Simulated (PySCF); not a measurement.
Stretching InCl

Set-up: In def2-TZVPPD with ECP28, Cl def2-TZVPPD; scalar-relativistic core potentials (PySCF 2.14). Energies in eV from In + Cl in their ground configurations at the same level. State: ¹Σ⁺ (singlet), closed shell.

Curves on a restricted Hartree–Fock reference rise too fast on stretching and do not dissociate correctly.

```tsv
R (Å)	RHF-MP2
2.084	-3.874
2.181	-4.362
2.278	-4.617
2.350	-4.699
2.423	-4.715
2.496	-4.680
2.593	-4.580
2.714	-4.397
2.859	-4.135
3.053	-3.760
```

Task: Put a parabola through the three lowest points of the RHF-MP2 curve and estimate Re, k and ωe (reduced mass 26.81 u; 1 eV/Å² = 0.16022 mdyn/Å; ωe = 1302.8·√(k/μ) cm⁻¹).

Result: Through R = 2.35, 2.423, 2.496 Å the second-order coefficient is 4.79 eV/Å², so Re ≈ 2.409 Å, k ≈ 1.53 mdyn/Å and ωe ≈ 312 cm⁻¹. A polynomial fit of higher order to the unrounded RHF-MP2 energies gives Re = 2.406 Å, k = 1.61 mdyn/Å, ωe = 319 cm⁻¹; anharmonicity and rounding make the difference.

The higher-order fit for each curve: RHF-MP2: Re = 2.406 Å, ωe = 319 cm⁻¹, De = 4.72 eV.

Correlated steps freeze 9 core orbitals. These are scalar-relativistic numbers at best; spin–orbit coupling would shift them, the dissociation energy most. Where the molecule has an RHF reference, its open-shell atoms are computed with UHF.
